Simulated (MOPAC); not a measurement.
MOPAC input (MNDO):

```
MNDO PRECISE GNORM=0.05 LET XYZ UHF MS=0.5 GEO-OK AUX(PRECISION=9) THREADS=1
C2H9P2Si

C    -1.20884800 1   -0.59426200 1   -1.63726400 1
Si    0.08506600 1   -0.12759400 1   -0.35914500 1
C     1.78185100 1    0.03293100 1   -1.15101000 1
P     0.03816500 1   -1.61015400 1    1.33275200 1
P    -0.48189700 1    1.92778100 1    0.45194200 1
H    -1.25869700 1    0.15557400 1   -2.42955300 1
H    -2.19876400 1   -0.67669700 1   -1.18517500 1
H    -0.96736100 1   -1.55631000 1   -2.09428700 1
H     2.09937700 1   -0.92127700 1   -1.57604600 1
H     2.53065800 1    0.34314400 1   -0.42079100 1
H     1.75901400 1    0.77371700 1   -1.95370900 1
H     1.24409800 1   -1.09196800 1    1.88590100 1
H    -1.59252800 1    1.47288700 1    1.20765700 1
H     0.41124400 1    1.89083900 1    1.55325900 1
```

From the output:

```
                                                       MOPAC v23.2.5 Linux

          FINAL HEAT OF FORMATION =          3.30375 KCAL/MOL =      13.82291 KJ/MOL

          COSMO AREA              =        151.87 SQUARE ANGSTROMS
          COSMO VOLUME            =        152.23 CUBIC ANGSTROMS

          GRADIENT NORM           =          0.03355          =       0.00897 PER ATOM
          IONIZATION POTENTIAL    =          9.873350 EV
          ALPHA SOMO LUMO (EV)    =        -10.011 -0.436
          BETA  SOMO LUMO (EV)    =         -9.873 -1.966
          NO. OF ALPHA ELECTRONS  =         16
          NO. OF BETA  ELECTRONS  =         15
          MOLECULAR WEIGHT        =        123.1261         POINT GROUP:  Cs

          MOLECULAR DIMENSIONS (Angstroms)

            Atom       Atom       Distance
            H    14    H     8     5.14727
            H     6    H    12     4.47133
            H    11    H    13     4.23486

          SCF CALCULATIONS        =        186

   ATOM   CHEMICAL          X               Y               Z
  NUMBER   SYMBOL      (ANGSTROMS)     (ANGSTROMS)     (ANGSTROMS)

     1       C         -1.12712303  *  -0.65408482  *  -1.52785554  *
     2      Si          0.09916594  *  -0.06546303  *  -0.35261781  *
     3       C          1.74709142  *   0.08136820  *  -1.05560887  *
     4       P          0.14026511  *  -1.31914257  *   1.35753100  *
     5       P         -0.50754268  *   1.81736561  *   0.40364785  *
     6       H         -1.27335121  *   0.06181935  *  -2.35912779  *
     7       H         -2.11637797  *  -0.80397741  *  -1.05538343  *
     8       H         -0.83830427  *  -1.62112010  *  -1.98259770  *
     9       H          2.10343485  *  -0.87437904  *  -1.48561504  *
    10       H          2.49404107  *   0.39234677  *  -0.30085576  *
    11       H          1.77967127  *   0.83214369  *  -1.86811418  *
    12       H          0.50568543  *  -2.51685858  *   0.91009419  *
    13       H         -1.61605829  *   1.56442787  *   1.10302673  *
    14       H          0.32791225  *   2.06569184  *   1.41471174  *

                             CARTESIAN COORDINATES

   1    C       -1.127123026    -0.654084819    -1.527855536
   2   Si        0.099165944    -0.065463026    -0.352617810
   3    C        1.747091417     0.081368203    -1.055608871
   4    P        0.140265106    -1.319142568     1.357530996
   5    P       -0.507542677     1.817365610     0.403647855
   6    H       -1.273351211     0.061819345    -2.359127788
   7    H       -2.116377968    -0.803977410    -1.055383431
   8    H       -0.838304269    -1.621120104    -1.982597699
   9    H        2.103434853    -0.874379042    -1.485615036
  10    H        2.494041072     0.392346772    -0.300855755
  11    H        1.779671272     0.832143687    -1.868114184
  12    H        0.505685430    -2.516858585     0.910094191
  13    H       -1.616058287     1.564427866     1.103026733
  14    H        0.327912255     2.065691844     1.414711740

           Empirical Formula: C2 H9 Si P2  =    14 atoms

      MOLECULAR POINT GROUP   :   Cs

          ALPHA EIGENVALUES
 -34.07151 -29.94903 -22.20952 -20.74681 -15.73133 -14.79365 -14.75708 -14.71053
 -14.36726 -14.21030 -13.60220 -12.45001 -12.43796 -10.92698 -10.55723 -10.01120
  -0.43594  -0.21332   1.45391   1.58996   1.66222   2.08356   2.45359   3.52414
   3.55377   3.60198   3.61681   5.37115   5.42599

           BETA EIGENVALUES
 -34.05766 -29.93320 -21.88722 -19.66034 -15.63942 -14.77624 -14.74575 -14.70170
 -14.35988 -14.20914 -13.20533 -12.42322 -12.36010 -10.54054  -9.87335  -1.96594
  -0.32627  -0.09064   1.46850   1.66265   1.86949   2.08352   2.46666   3.52930
   3.55743   3.60589   3.61966   5.37396   5.42835

              NET ATOMIC CHARGES AND DIPOLE CONTRIBUTIONS

  ATOM NO.   TYPE          CHARGE      No. of ELECS.   s-Pop       p-Pop
    1          C          -0.301830        4.3018     1.25631     3.04552
    2         Si           1.126711        2.8733     1.01866     1.85462
    3          C          -0.301633        4.3016     1.25628     3.04535
    4          P          -0.296963        5.2970     1.86123     3.43573
    5          P          -0.369630        5.3696     1.74398     3.62565
    6          H           0.026952        0.9730     0.97305
    7          H           0.017816        0.9822     0.98218
    8          H           0.008766        0.9912     0.99123
    9          H           0.008739        0.9913     0.99126
   10          H           0.018028        0.9820     0.98197
   11          H           0.026700        0.9733     0.97330
   12          H          -0.018145        1.0181     1.01815
   13          H           0.027248        0.9728     0.97275
   14          H           0.027241        0.9728     0.97276
 DIPOLE           X         Y         Z       TOTAL
 POINT-CHG.     0.279    -0.200    -1.374     1.416
 HYBRID         0.506    -1.910    -0.155     1.982
 SUM            0.785    -2.109    -1.529     2.721

          ATOMIC ORBITAL ELECTRON POPULATIONS

     Atom    s        px        py        pz
    1  C   1.25631   1.03847   0.97228   1.03478
    2 Si   1.01866   0.66557   0.55891   0.63014
    3  C   1.25628   1.09621   0.95880   0.99034
    4  P   1.86123   1.01084   1.06028   1.36461
    5  P   1.74398   1.03298   1.38861   1.20407
    6  H   0.97305
    7  H   0.98218
    8  H   0.99123
    9  H   0.99126
   10  H   0.98197
   11  H   0.97330
   12  H   1.01815
   13  H   0.97275
   14  H   0.97276

                    (SZ)    =    0.500000
                    (S**2)  =    0.757849

          ATOMIC ORBITAL SPIN POPULATIONS

    Atom   Total    s     px     py     pz
         Atomic
    1  C  0.0101  0.001  0.003  0.001  0.004
    2 Si -0.0703 -0.010 -0.006 -0.023 -0.030
    3  C  0.0103  0.001  0.006  0.001  0.002
    4  P  1.1012  0.020  0.916  0.096  0.070
    5  P -0.0043 -0.000 -0.000 -0.004 -0.000
    6  H -0.0011 -0.001
    7  H -0.0007 -0.001
    8  H -0.0006 -0.001
    9  H -0.0006 -0.001
   10  H -0.0007 -0.001
   11  H -0.0011 -0.001
   12  H -0.0424 -0.042
   13  H  0.0001  0.000
   14  H  0.0001  0.000

 **********************
 *                    *
 * JOB ENDED NORMALLY *
 *                    *
 **********************

 == MOPAC DONE ==
```

The geometry given is a B3LYP-D3(BJ)/def2-TZVP minimum.
